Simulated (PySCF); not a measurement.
Structure with atom numbers: `[CH:1]#[C:2][BH:3][C:4]#[C:5][CH3:6]`; H(Xn) means a hydrogen on atom n.

Level of theory: shielding tensors at KT3/pcSseg-2 (GIAO), coordinates at the PBE0-D3(BJ)/def2-SVP level, in PySCF 2.14 (one computed conformer, in vacuum, non-relativistic Hamiltonian, one averaged value for each set of equivalent atoms).

Referencing at the same level of theory: TMS for ¹³C (σ = 181.31 ppm), ¹H (σ = 31.35 ppm); ¹¹B (σ = 98.64 ppm) against BF3·OEt2.

```csv
atoms,nucleus,count,δ (ppm)
B3,¹¹B,1,39.8
C1,¹³C,1,113.2
C2,¹³C,1,95.2
H(C6),¹H,3,?
C6,¹³C,1,8.8
H(C1),¹H,1,4.39
C5,¹³C,1,?
C4,¹³C,1,?
H(B3),¹H,1,5.45
```

**Question.** Fill in the missing shifts.

**Answer.** 
- C5: 132.7 ppm, alkyne carbon
- C4: 97.7 ppm, alkyne carbon; sp carbons lie upfield of alkene carbons because the cylindrical π system leaves one tensor component strongly shielded
- H(C6): 2.40 ppm, hydrogen on a propargylic methyl carbon

Hydrogens on boron are broadened and split by ¹¹B (spin 3/2, 80 %) and 10B (spin 3). A carbon bonded to boron is broadened by the quadrupolar boron nucleus and is often missing from a measured spectrum. Shifts are as computed, not scaled to solution data. Of 1211 compounds with measured shifts, 218 miss one by over three times the rms of a fit or turn the order of signals round; such compounds aren't used in these exercises.
